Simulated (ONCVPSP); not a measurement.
## B: excitation energies, all-electron against ONCV

ONCVPSP 4.0.1 input, shortened (lines: element, Z, core and valence counts, functional; n l f; lmax; l rc ep ncon nbas qcut; lloc lpopt rc5 dvloc0; l nproj debl; icmod fcfact rcfact), LDA (Perdew-Wang 92), scalar-relativistic:

```
  B 5.00    1    2  -001012      upf
    1    0    2.00
    2    0    2.00
    2    1    1.00
    1
    0    1.25    0.00    5    9    4.60
    1    2.40    0.00    4    7    5.30
    4    2    1.00    1.00
    0    3    1.10
    1    3    0.70
    3    3.75    1.65
```

Energies are relative to the spin-unpolarised reference configuration 2s2 2p1; without spin polarisation the order of configurations can differ from experiment.

```json
{"valence configuration": "2s2 2p0", "charge": "+1", "ΔE all-electron (eV)": "8.321", "error AE − PS (meV)": "+30"}
{"valence configuration": "2s2 2p0.5", "charge": "+0.5", "ΔE all-electron (eV)": "2.940", "error AE − PS (meV)": "+4.4"}
{"valence configuration": "2s0 2p3", "charge": "0", "ΔE all-electron (eV)": "11.399", "error AE − PS (meV)": "-1.7"}
```

(1) What are ΔE and the potential's error for 2s1 2p0?

Levels in the configuration 2s2 2p0:

```json
{"level": "2s", "all-electron (eV)": "-19.411", "pseudo (eV)": "-19.368"}
```

Note: ghosts flagged at negative energy: s at -153.8 eV; GHOST(+) flags only above 600 eV. A true bound ghost makes a file unfit for plane-wave use.

Results:

(1) ΔE = 33.619 eV all-electron; the error (AE − PS) is +79 meV.
